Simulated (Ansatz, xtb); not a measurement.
# FH2NOSi: 4 structures ranked

4 gas-phase structures of FH2NOSi, found in a search over its isomers (lower ones may exist). Each was relaxed with GFN2-xTB:

A. a singlet given by its coordinates
B. `O/N=[SiH]/F`, a singlet
C. `[H]/N=[Si](\O)F`, a singlet
D. `N[Si](=O)F`, a singlet

A (Å):

```yaml
atoms:
  - { symbol: F, position_ang: [-0.8883, 1.3716, 1.3874] }
  - { symbol: N, position_ang: [-0.1556, -1.2040, 0.3359] }
  - { symbol: O, position_ang: [0.1631, -1.0842, 1.8095] }
  - { symbol: Si, position_ang: [0.2545, 0.3196, 1.0049] }
  - { symbol: H, position_ang: [1.4809, 0.9614, 0.6748] }
  - { symbol: H, position_ang: [-1.1340, -1.4716, 0.2755] }
```

Close contacts (Å): F1–Si4 1.60, N2–O3 1.51, N2–Si4 1.71, O3–Si4 1.62, N2–H6 1.02, Si4–H5 1.42.

**Question.** Make a reasoned guess at their ranking by r2SCAN-D4/def2-SVP single-point energy.

**Answer.** Calculated order at r2SCAN-D4/def2-SVP: D (0.0), C (19.6), A (66.4), B (98.3) kcal/mol.

Energies above the lowest of each column, in kcal/mol; the last columns are at B3LYP/6-31G* geometries and were run for some of them only (a dash: not run or not comparable):

```
structure  GFN2-xTB  HF/STO-3G  r2SCAN-D4/def2-SVP  B3LYP/6-31G*  CCSD(T)/def2-TZVPP
        D       0.0        0.0                 0.0           0.0                 0.0
        C      24.1       18.6                19.6          21.9                18.1
        A      67.0        9.6                66.4          59.4                64.9
        B      78.1       47.7                98.3             –                   –
```

Every level run on D puts it lowest or level with the lowest. Some further structures that were screened fall inside this span and aren't listed. Flexible structures stand in one conformer each, not always the lowest. Frequencies (B3LYP/6-31G*) were run for A, C, D alone.

Over these structures GFN2-xTB departs from r2SCAN-D4/def2-SVP by 8.2 kcal/mol on average once a common shift is removed. A GFN2-xTB relaxation took about 0.054 s and the r2SCAN-D4/def2-SVP energy about 1.6 s on a shared host (Ansatz 0.2.0, xtb 6.7.1 (Pople sets with spherical d functions)).
